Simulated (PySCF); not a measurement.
Computed properties of Se(SH)(SiH3) (H₄SSeSi), SMILES [SiH3][Se]S

Se(SH)(SiH3) (H₄SSeSi), SMILES [Se]([SiH3])S. Geometry: r2SCAN-D4/def2-SVP. Other conformers were not sampled. All values are computed for the isolated molecule unless a solvent is named; none is compared with measurement here.

**Structure.** All 15 harmonic modes at r2SCAN-D4/def2-SVP (PySCF) are real, so it is a minimum. With heavy atoms numbered as in [Se:1]([SH:2])[SiH3:4], the shortest bond between them is Se1–S2 at 2.241 Å and the longest Se1–Si4 at 2.296 Å.

**Vibrations.** The strongest infrared lines (harmonic, unscaled, degenerate partners summed) lie at 895 cm⁻¹ (316 km/mol, H 92 %), 2216 cm⁻¹ (92 km/mol, H 98 %), 2232 cm⁻¹ (87 km/mol, H 96 %). The softest mode is at 117 cm⁻¹ and the zero-point energy is 22.0 kcal/mol.

**Electronic structure.** PBE0/def2-TZVPD (PySCF) places the frontier levels at -7.21 and -1.83 eV, a gap of 5.38 eV, and gives a dipole moment of 1.13 D and a mean polarisability of 81.2 bohr³.

**Excitations.** TDDFT-ωB97X/def2-SVPD (PySCF) has S1 at 3.94 eV (314 nm, f = 0.002, weak); the most intense of the 10 singlets computed lies at 7.46 eV (f = 0.20). T1 (TDA) is at 3.35 eV. No vertical singlet excitation falls in the visible range (under 3.1 eV).

**NMR.** GIAO shifts at B3LYP/pcSseg-1 (PySCF) (non-relativistic, atoms alike by connectivity averaged): ¹H from 2.8 to 4.9 ppm against TMS; ²⁹Si at -42.9 ppm against TMS.
